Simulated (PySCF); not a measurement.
A species of formula C5H9NSi2 has this rotational fingerprint, computed with CAM-B3LYP/def2-SVPD in PySCF (dipole) on a GFN2-xTB geometry, gas phase:

| Quantity | Value |
| --- | --- |
| Rotational constants | A = 3216, B = 772.6, C = 708.6 MHz |
| Dipole components | \|μa\| = 1.99 D, \|μb\| = 0.94 D, \|μc\| = 0.97 D |
| Inertial defect | -98.11 u·Å² |
| κ | -0.95 |

**Question.** Which candidate fits, each taken in the one conformer that was computed?
A. `[N:1]#[C:2][C:3]1=[C:4]([CH2:5][SiH3:6])[CH2:7][SiH2:8]1` with C3–C4–C5–Si6 91°
B. `[SiH3:1][SiH2:2][c:3]1[cH:4][cH:5][cH:6][cH:7][n:8]1` with Si1–Si2–C3–C4 113°
C. `[SiH3:1][SiH2:2][c:3]1[cH:4][cH:5][n:6][cH:7][cH:8]1` with Si1–Si2–C3–C4 89°

**Answer.** B. It is [SiH3][SiH2]c1ccccn1, a near-prolate asymmetric top, point group C1. The candidates at the same level (rigid rotor, commonest isotopes):

```
                  SMILES  A (MHz)  B (MHz)  C (MHz)  μa (D)  μb (D)  μc (D)  Δ (u·Å²)  point group                        rotor
    [SiH3][SiH2]c1ccccn1     3216    772.6    708.6    1.99    0.94    0.97    -98.11           C1  near-prolate asymmetric top
    [SiH3][SiH2]c1ccncc1     3221    724.1    705.8    1.92    0.00    0.56   -138.77           Cs  near-prolate asymmetric top
N#CC1=C(C[SiH3])C[SiH2]1     1739     1067    738.8    1.18    4.77    0.59    -80.22           C1               asymmetric top
```

`N#CC1=C(C[SiH3])C[SiH2]1` has A 46 % too low; `[SiH3][SiH2]c1ccncc1` has B 6 % too low. No structure here is proved a minimum.
